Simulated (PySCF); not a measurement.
## Peak assignment

Cartesian coordinates in Å; atom numbers follow the order of the lines, from 1:
```xyz
22

C    -3.1731   -0.7824    0.7285
C    -2.5064   -0.8878   -0.6413
O    -1.1059   -0.7359   -0.6096
C    -0.6227    0.5752   -0.4271
C     0.8500    0.4340   -0.1933
Si    1.2261   -1.3149    0.4151
C     1.6982    1.4354   -0.4168
Si    3.5528    1.4308   -0.1659
F     4.0244    2.9271   -0.5626
H    -3.0877    0.2228    1.1345
H    -2.7045   -1.4789    1.4191
H    -4.2277   -1.0274    0.6376
H    -2.9439   -0.1512   -1.3315
H    -2.6683   -1.8885   -1.0519
H    -1.0839    1.0467    0.4549
H    -0.8599    1.1991   -1.3038
H     2.6280   -1.3127    0.8613
H     1.0709   -2.2938   -0.6555
H     0.3805   -1.6241    1.5696
H     1.2883    2.3739   -0.7875
H     4.2783    0.5776   -1.0979
H     3.9761    1.2943    1.2217
```

Method: geometry from GFN2-xTB, NMR shieldings at PBE0/pcSseg-1/GIAO, in PySCF (rapidly exchanging positions averaged, relativity neglected, no solvent, one conformer).

Shifts are taken against calculated references (same method and geometry level): TMS for $^{13}$C (σref 186.93) and $^{1}$H (σref 31.72).

Question: Assign these signals to the numbered atoms. $^{13}$C{$^{1}$H} NMR (computed): δ 171.9, 142.7, 77.1, 67.7, 13.7.

Answer: 
```tsv
δ (ppm)	atoms	environment	reason
171.9	C5	fully substituted alkene carbon	–
142.7	C7	alkene CH	as expected for a trigonal carbon in a double bond
77.1	C4	allylic sp3 CH2 bonded to O	pulled downfield by the heteroatom
67.7	C2	sp3 CH2 bonded to O	pulled downfield by the heteroatom
13.7	C1	methyl carbon	aliphatic region, no heteroatom directly attached
```

Question: Assign these signals to the numbered atoms. $^{1}$H NMR (400 MHz, computed): δ 6.75 (m, 1H), 5.53 (m, 2H), 4.23 (s, 2H), 4.02 (s, 3H), 3.85 (q, 2H), 1.24 (t, 3H).

Answer: 
6.75 → H20, hydrogen on an alkene CH: a vinylic proton, deshielded by the sp2 carbon and the C=C anisotropy
5.53 → H21/H22, hydrogen on a silicon bonded to C, F
4.23 → H15/H16, hydrogen on an allylic sp3 CH2 bonded to O: its carbon carries O, an electronegative neighbour
4.02 → H17/H18/H19, hydrogen on a silicon bonded to C
3.85 → H13/H14, hydrogen on an sp3 CH2 bonded to O: its carbon carries O, which withdraws density
1.24 → H10/H11/H12, hydrogen on a methyl carbon

Splittings by $^{19}$F in the carbon and heteronuclear signals aren't shown, as no couplings were computed. Shifts are as computed. Against solution values, carbons near 30 ppm lie about +3 ppm off and those near 130 ppm about +5 ppm. Of 1211 compounds with measured shifts, 218 miss one by over three times the rms of a fit or turn the order of signals round; such compounds aren't used in these exercises. Multiplicities follow the n + 1 count of equivalent neighbours, as no J values were calculated; m marks all less simple cases, F and P coupling included.
